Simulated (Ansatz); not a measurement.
Gas-phase electronic energies from Ansatz, PBE0-D4/def2-TZVP geometries. CCSD(T)/CBS adds triple-zeta CCSD(T) − MP2 to the extrapolated MP2 energy (def2 sets, frozen cores). This one scheme is used for every species. DFT in def2-TZVPP. B3LYP here is the variant with VWN-RPA as its local correlation; programs differ in this. Each species was taken in one conformer, which may not be the lowest.

Consider the ligand exchange at the Si–S bond: `BO[SiH2]SC` + H–F → `BO[SiH2]F` + CH₃SH.

| level | ΔE (kJ/mol) | difference from CCSD(T)/CBS |
| --- | --- | --- |
| PBE-D4 | -67.8 | 13.6 |
| PBE0-D4 | -71.9 | 9.5 |
| B3LYP-D4 | -84.9 | -3.5 |
| ωB97X-V | -86.7 | -5.3 |
| ωB97M-V | -85.6 | -4.2 |
| PBE | -76.3 | 5.1 |
| r2SCAN | -85.6 | -4.2 |
| PBE0 | -79.5 | 1.9 |
| B3LYP | -98.4 | -17.0 |
| HF/def2-TZVPP | -116.1 | -34.7 |
| MP2/def2-TZVPP | -80.3 | 1.1 |
| MP2/def2-QZVPP | -79.1 | 2.3 |
| SCS-MP2/def2-QZVPP | -88.7 | -7.3 |
| HF/CBS(def2) | -119.0 | -37.6 |
| MP2/CBS(def2) | -76.7 | 4.7 |
| CCSD/CBS(def2) | -87.1 | -5.7 |
| CCSD(T)/CBS | -81.4 | 0 |

Largest T1 diagnostic among the species: 0.013.

In def2-TZVPP, CCSD(T) changes the Hartree–Fock value by +31.1 kJ/mol (the triples alone add +5.8 kJ/mol) and MP2 by +35.8 kJ/mol. The D4 term adds +13.4 kJ/mol with B3LYP and +7.6 kJ/mol with PBE0; it sums over pairs of atoms, weighted by their polarisabilities, and B3LYP, whose exchange is more repulsive, gets the larger term. From PBE to PBE0 (25 % exact exchange), in def2-TZVPP and without D4, ΔE moves by −3.2 kJ/mol.
